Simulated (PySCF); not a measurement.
# Calculated NMR parameters of C#Cc1cc([SiH2]O)co1

```yaml
Formula: C6H6O2Si
SMILES: C#Cc1cc([SiH2]O)co1
InChI: InChI=1S/C6H6O2Si/c1-2-5-3-6(9-7)4-8-5/h1,3-4,7H,9H2
Point_group_of_the_computed_structure: C1
Degrees_of_unsaturation: 5
Carbon_signals: 6
Proton_signals: 5
```

Structure with atom numbers: `[CH:1]#[C:2][c:3]1[cH:4][c:5]([SiH2:6][OH:7])[cH:8][o:9]1`; H(Xn) means a hydrogen on atom n.

[PySCF 2.14: PBE0/pcSseg-1 with gauge-including orbitals; geometry from GFN2-xTB; one computed conformer; non-relativistic Hamiltonian; no solvent model; averaged over atoms made equivalent by symmetry, fast rotation or ring inversion]

References, each an isolated molecule treated in the same way: TMS for ¹H (31.72 ppm), ¹³C (186.93 ppm), ²⁹Si (349.16 ppm); H2O for ¹⁷O (336.08 ppm).

| carbon | δC, type | δH (multiplicity) | HMBC from (2–3 bonds) | span of the C tensor (ppm) |
| --- | --- | --- | --- | --- |
| C1 | 92.6, CH | 3.14 (s) | – | 175 |
| C2 | 78.6, C | – | H(C4), H(C1) | 288 |
| C3 | 143.2, C | – | H(C8), H(C4), H(C1) | 130 |
| C4 | 129.3, CH | 6.96 (m) | H(C8), H(Si6) | 193 |
| C5 | 119.9, C | – | H(C8), H(C4), H(Si6) | 165 |
| C8 | 155.9, CH | 7.68 (m) | H(C4), H(Si6) | 154 |

Other nuclei:
```tsv
atoms	nucleus	environment	δ (ppm)	σ (ppm)
H(Si6)	¹H	hydrogen on a silicon bonded to C, O	5.68	26.04
H(O7)	¹H	hydrogen on an oxygen bonded to Si	0.96	30.75
Si6	²⁹Si	silicon bonded to C, O, 2 H	-30.2	379.3
O9	¹⁷O	aromatic ring oxygen	326.3	9.8
O7	¹⁷O	oxygen bonded to Si, H	4.3	331.8
```

Carbon types of the structure: 3 × C, 3 × CH, leaving 3 H on heteroatoms. δC 155.9: aromatic CH next to the ring oxygen. δC 129.3: aromatic CH; the aromatic region. δC 119.9: substituted aromatic carbon. δC 92.6: terminal alkyne carbon; the triple bond shields along its axis, which puts it between sp3 and sp2 carbons. δC 78.6: alkyne carbon; sp carbons lie upfield of alkene carbons because the cylindrical π system leaves one tensor component strongly shielded.

OH/NH shifts are gas-phase values; hydrogen bonding in solution moves them, usually downfield. Shifts are as computed. Against solution values, carbons near 30 ppm lie about +3 ppm off and those near 130 ppm about +5 ppm. Of 1309 compounds with measured shifts, 239 miss one by over three times the rms of a fit or turn the order of signals round; such compounds aren't used in these exercises. Unscaled 17O shifts of doubly bonded oxygen tend to come out too high, by tens of ppm or more. Experimental scales use liquid or dissolved standards, which lie at an offset from isolated H2O (liquid H2O: subtract about 36 ppm). Multiplicities follow the n + 1 count of equivalent neighbours, as no J values were calculated; m marks all less simple cases, F and P coupling included.
